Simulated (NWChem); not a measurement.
System: SiHSF, singlet; SMILES S[Si]F

```xyz
4

Si     0.6600     0.6385     0.0000
F     -0.7223     1.5448     0.0000
S     -0.2645    -1.3343     0.0000
H      0.9579    -1.9403     0.0000
```
Atoms are numbered in this order, from 1.

Program: NWChem. Pople sets run with spherical d functions. Low-valent species are run as closed-shell singlets; no triplet was tried in these runs. Coordinates come from a PBE-D3(BJ)/def2-SVP optimisation. Vzz is the largest principal value of the second derivative of the potential at the nucleus (NWChem prints the opposite sign); η is the asymmetry. Non-relativistic.

For level PBE/cc-pVTZ:

| Item | Result |
|---|---|
| Vzz S3 (a.u.) | 1.471 |
| η S3 | 0.34 |

How do the values read with level PBE0/6-31G* instead?


| Item | Value |
|---|---|
| Vzz S3 (a.u.) | 1.576 |
| η S3 | 0.45 |
